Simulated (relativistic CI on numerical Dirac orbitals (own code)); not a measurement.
Co4+ in a cubic cluster: 3s photoemission with charge transfer

Computed with a charge-transfer multiplet model of a cubic metal-ligand cluster with up to 2 ligand holes, Slater and spin-orbit integrals from Dirac-Coulomb-Breit ions, Slater integrals scaled by 0.8. The ground state mixes d5 with configurations of k ligand holes L, whose averages lie at kΔ + k(k − 1)U_dd/2; a core hole lowers each added d electron by U_cd. 300 K, Lorentzian 1.4 eV and Gaussian 0.8 eV FWHM.

Atomic integrals in eV (Slater integrals scaled, ζ unscaled), ground: F2dd 10.866, F4dd 6.824, zeta_d 0.080; with the core hole: F2dd 11.602, F4dd 7.319, zeta_d 0.090, G2cd 11.207.

Cluster parameters (eV): Δ = -1.2, U_dd = 7.8, 10Dq = 0.3, 10Dq(ligand) = 1.6, V(eg) = 3.55, V(t2g) = -1.66, final-state hopping factor = 1.

```csv
Case,n_d,d5,d6L,d7L2,S
U_cd = 7.8 eV,5.71,0.38,0.52,0.09,2.49
U_cd = 8.4 eV,5.71,0.38,0.52,0.09,2.49
U_cd = 9.6 eV,5.71,0.38,0.52,0.09,2.49
```

Weights, n_d and S are thermal averages at 300 K. Binding energies count from the first peak over 30 % of the highest in each spectrum, which can be another peak from case to case. The parameters are a model scan and need not match a compound or its usual spin state. Peaks in eV (height, largest 100):
- U_cd = 7.8 eV: 0.0 (100), 3.6 (9), 10.6 (58), 21.4 (11), 24.3 (5)
- U_cd = 8.4 eV: 0.0 (100), 10.6 (58), 21.4 (13), 24.3 (6)
- U_cd = 9.6 eV: 0.0 (100), 10.6 (58), 21.5 (16), 24.3 (8), 32.1 (5)

For the case U_cd = 9.6 eV, Δ = -1.2 eV is smaller than U_dd = 7.8 eV, the charge-transfer side of the Zaanen-Sawatzky-Allen scheme (negative Δ: between configuration averages a ligand hole costs less than the nominal valence; multiplet and field energies can change this for the lowest states). With the core hole the configuration with one ligand hole lies at Δ − U_cd = -9.0, -9.6, -10.8 eV from the one without, in the order of the table; where this is negative the screened configuration lies lower.

With at most 2 ligand holes the space is cut while the next configuration still counts, so covalency is underestimated, and a final configuration with one more ligand hole, which can lie low, is missing from the spectra.

Without intra-shell correlation the exchange splitting of the 3s hole comes out too large.
